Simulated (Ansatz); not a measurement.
`N[Si](O)([SiH3])Cl` + H₂ → `N[SiH](O)Cl` + SiH₄  (hydrogenolysis of the Si–Si bond)

Program: Ansatz. Geometries: PBE0-D4/def2-TZVP. ΔE: electronic, gas phase. CCSD(T)/CBS is the MP2 limit (def2-TZVPP, def2-QZVPP) plus CCSD(T) − MP2 in def2-TZVPP, frozen cores. This one scheme is used for every species. DFT in def2-TZVPP. Each species was taken in one conformer, which may not be the lowest.

```json
{"level": "PBE0-D4", "ΔE (kJ/mol)": "-21.0"}
{"level": "CCSD(T)/def2-TZVPP", "ΔE (kJ/mol)": "-34.5"}
{"level": "HF/CBS(def2)", "ΔE (kJ/mol)": "-65.3"}
{"level": "CCSD/CBS(def2)", "ΔE (kJ/mol)": "-36.5"}
```

Task: What does CCSD(T)/CBS give? (Best estimate.)

Result: The calculation gave: -30.6 kJ/mol. The listed levels differ from it by 9.6, -3.9, -34.7, -5.9 kJ/mol.

Largest T1 diagnostic among the species: 0.012.

At CCSD(T), def2-SVP lies −14.9 kJ/mol from the extrapolated value and def2-TZVPP −3.9 kJ/mol. In def2-TZVPP, CCSD(T) changes the Hartree–Fock value by +30.3 kJ/mol (the triples alone add +5.9 kJ/mol) and MP2 by +30.8 kJ/mol.

CCSD(T)/CBS has its own doubt, a few kJ/mol and more with outer-core shells, so smaller differences from it don't rank the levels.
